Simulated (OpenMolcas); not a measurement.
## Ionisation energies of molybdenum

```
Program             : OpenMolcas
Basis               : ANO-RCC-VQZP [8s7p5d3f2g1h]
Scalar Hamiltonian  : DKH2, point nucleus
Spin-orbit coupling : state interaction with AMFI integrals over the reference wave functions, term energies averaged over their components
```

Active shells in each charge state: the valence d shell, with orbitals averaged over the low states. Where CASPT2's correlated closed shells are named, they are those of the first ion.

A. CASSCF
B. SS-CASPT2, IPEA 0.25 Eh, imaginary shift 0.1 Eh (closed shells correlated: 4s 4p)
C. SS-CASPT2, IPEA 0.25 Eh, imaginary shift 0.1 Eh (closed shells correlated: none)
D. SS-CASPT2, IPEA 0.25 Eh, imaginary shift 0.1 Eh (closed shells correlated: 3d 4s 4p)
E. SS-CASPT2, IPEA 0 Eh, imaginary shift 0.1 Eh (closed shells correlated: 4s 4p)

Energies in eV between the lowest computed levels, named as in B; reference values from the NIST Atomic Spectra Database with their kind.

```tsv
From	To	A	B	C	D	E	Spin-orbit share in B	Reference
Mo2+ 4d⁴ ⁵D₀	Mo3+ 4d³ ⁴F_3/2	26.075	27.084	26.661	27.056	27.162	-0.065	27.130 (semi-empirical)
Mo3+ 4d³ ⁴F_3/2	Mo4+ 4d² ³F₂	39.167	40.089	39.531	40.057	40.182	-0.044	40.330 (semi-empirical)
Mo4+ 4d² ³F₂	Mo5+ 4d ²D_3/2	53.453	54.367	53.608	54.334	54.456	+0.061	54.417 (semi-empirical)
Mo5+ 4d ²D_3/2	Mo6+ 4p⁶ ¹S₀	67.700	68.613	67.700	68.579	68.686	+0.180	68.827 (measured)
```

Error against the reference values, in %:

```tsv
From	Reference	A	B	C	D	E
Mo2+	semi-empirical	-3.9	-0.2	-1.7	-0.3	+0.1
Mo3+	semi-empirical	-2.9	-0.6	-2.0	-0.7	-0.4
Mo4+	semi-empirical	-1.8	-0.1	-1.5	-0.2	+0.1
Mo5+	measured	-1.6	-0.3	-1.6	-0.4	-0.2
```

Absolute error against the one measured value: A 1.13 eV, B 0.21 eV, C 1.13 eV, D 0.25 eV, E 0.14 eV. E lies closest.

The lowest level within the active space need not be the ion's true ground level.
